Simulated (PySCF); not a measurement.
CH3Cl3Si, charge +1, multiplicity 2. Atoms are numbered in the order given.

```xyz
8

C      0.0000     0.0000     2.1364
Si     0.0000     0.0000     0.0080
Cl     1.7081     0.9862    -0.3912
Cl     0.0000    -1.9723    -0.3912
Cl    -1.7081     0.9862    -0.3912
H      0.0000     1.0789     2.3401
H     -0.9343    -0.5394     2.3401
H      0.9343    -0.5394     2.3401
```
Charge +1, spin multiplicity 2.

Coordinates come from a B3LYP-D3(BJ)/def2-SVP optimisation. The multiplicity is an assumed one; no other spin state was optimised. The isomer is the one that the SMILES or the coordinates give; other isomers of the formula were not compared.

Calculation: TDA-PBE/def2-SVPD in PySCF.

Vertical excitations; the highest root listed may be one member of a degenerate set. Isolated molecule, no solvent.

Computed UV-visible absorptions:
```csv
state,energy (eV),λ (nm),f,main pairs
root 1,0.90,1374,0.000,β HOMO→LUMO 100 %
root 2,1.53,813,0.006,"β HOMO−2→LUMO, β HOMO−3→LUMO (degenerate set)"
root 3,1.53,813,0.006,"β HOMO−1→LUMO, β HOMO−4→LUMO (degenerate set)"
root 4,1.95,635,0.021,"β HOMO−3→LUMO, β HOMO−2→LUMO (degenerate set)"
root 5,1.95,635,0.021,"β HOMO−4→LUMO, β HOMO−1→LUMO (degenerate set)"
root 6,3.19,389,0.068,β HOMO−5→LUMO 96 %
root 7,3.54,350,0.002,β HOMO−6→LUMO (degenerate set)
root 8,3.54,350,0.002,β HOMO−7→LUMO (degenerate set)
root 9,4.30,288,0.021,β HOMO−8→LUMO (degenerate set)
root 10,4.30,288,0.021,β HOMO−9→LUMO (degenerate set)
```
Unrestricted roots are not spin-pure.
